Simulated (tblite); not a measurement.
Compound: C3H15NSi3.
Structure used (GFN2-xTB), in Å, numbered top down from 1:
```xyz
22
C3H15NSi3 angstrom
C     -1.872   -0.094   -1.790
C     -0.942    0.376   -0.672
Si    -1.924    1.255    0.696
Si     0.111   -1.064   -0.010
N      1.078   -1.633   -1.324
C      1.335   -0.528    1.335
Si     2.513    0.879    0.866
H     -2.547   -0.868   -1.430
H     -1.303   -0.506   -2.623
H     -2.478    0.727   -2.174
H     -0.254    1.110   -1.103
H     -1.017    1.841    1.684
H     -2.736    2.326    0.103
H     -2.825    0.310    1.363
H     -0.801   -2.089    0.552
H      0.631   -1.877   -2.192
H      1.823   -2.283   -1.133
H      1.920   -1.397    1.631
H      0.770   -0.232    2.217
H      3.281    0.545   -0.336
H      1.764    2.119    0.641
H      3.463    1.104    1.966
```

Computed with GFN2-xTB (tblite): harmonic, unscaled wavenumbers at the GFN2-xTB geometry, gas phase. Against measured fundamentals such values can be off by several per cent, at times by over 20. Modes of hydrogen on silicon can be 10 to 20 % off. One conformer, not necessarily the lowest.

Harmonic wavenumbers (cm⁻¹): 38.3, 50.2, 96.0, 114.0, 116.0, 146.6, 185.3, 200.3, 211.9, 218.0, 244.0, 277.7, 329.2, 489.2, 497.4, 511.8, 527.4, 545.5, 614.3, 642.1, 673.0, 709.7, 716.1, 779.3, 783.4, 791.6, 793.5, 797.6, 804.5, 806.9, 817.9, 854.5, 892.5, 992.4, 1030.0, 1043.7, 1083.9, 1145.5, 1148.8, 1274.0, 1421.7, 1466.8, 1514.9, 1517.8, 1529.0, 2091.2, 2198.9, 2218.3, 2231.9, 2238.4, 2251.4, 2257.4, 2925.2, 2983.8, 2992.5, 2997.9, 3004.5, 3021.2, 3478.5, 3512.5.

A = 1647, B = 957.5, C = 717.3 MHz; mass 149.051 u (most abundant isotopes); point group C1, symmetry number 1.

What is the zero-point energy?

½Σν̃ = 35924 cm⁻¹ = 429.75 kJ/mol.

Give the ideal-gas entropy at 298.15 K and 1 bar in the rigid-rotor, harmonic-oscillator model (classical rotation).

Translation 171.27, rotation 125.65, vibration 180.48: S = 477.4 J/(mol K).

And Cp and H(298.15 K) − H(0)?

Cp = 214.92 J/(mol K), of which vibrations give 181.66 (their classical limit is 60 R = 498.9); H(298.15 K) − H(0) = 38.04 kJ/mol without the zero-point energy, 28.12 from vibrations.

How do the functions run with temperature in this model?

```
T (K)  S (J/(mol K))  Cp (J/(mol K))  H − H(0) (kJ/mol)  G − H(0) (kJ/mol)  ln q(vib)
  100          314.9           101.8               6.56             -24.94       2.65
  200          403.2           159.4              19.62             -61.02       6.58
  300          478.7           215.9              38.44            -105.18      10.43
  500          610.4           300.4              90.71            -214.49      17.82
  800          769.9           377.5             193.41            -422.49      27.86
 1000          858.0           411.5             272.49            -585.48      33.87
```

q(vib) and H(0) count from the zero-point level.

What must be added to the electronic energy to get the Gibbs energy at 298.15 K and 1 bar?

ZPE + [H(298.15 K) − H(0)] − T·S = 429.75 + 38.04 − 142.34 = 325.45 kJ/mol.

Blend soft modes into free rotors: weight 1/[1 + (100 cm⁻¹/ν̃)⁴] for the oscillator and the rest for a rotor with moment μB/(μ + B), μ = h/(8π²ν), B = 10⁻⁴⁴ kg m². What vibrational entropy results?

166.26 J/(mol K) in place of 180.48, which changes −T·S at 298.15 K by +4.24 kJ/mol.

Hindered rotation and anharmonicity are outside this model. Other conformers, if any are populated, would add a mixing term that is left out. The structure is chiral; the term R ln 2 for an equal mix with its mirror image is left out.
